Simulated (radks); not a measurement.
The nuclear charge of the calcium ion Ca2+ is varied continuously with 18 electrons held in [Ar]. Calculated with a radial shooting solver on a logarithmic mesh with Libxc functionals: scalar-relativistic Kohn-Sham, PBE, spin-polarised, spherical densities, point nucleus. By the Hellmann-Feynman theorem dE/dZ = E(electron-nucleus)/Z, the electronic potential at the nucleus. The scalar-relativistic energy here is not variational (the density holds large components alone), so the two differ by a part that grows with Z.

Z     E (hartree)  E(electron-nucleus)/Z (hartree)  HOMO  e(HOMO) (eV)  <r> HOMO (bohr)
19.5   -640.16486                         -77.6962    3p       -33.542            1.336
20     -679.65892                         -80.2075    3p       -43.060            1.258
20.5   -720.41044                         -82.7190    3p       -53.418            1.190
21     -762.41979                         -85.2313    3p       -64.602            1.129

The central difference of E at Z = 20 is -80.246 hartree, to compare with the third column; the second derivative is -5.03 hartree.
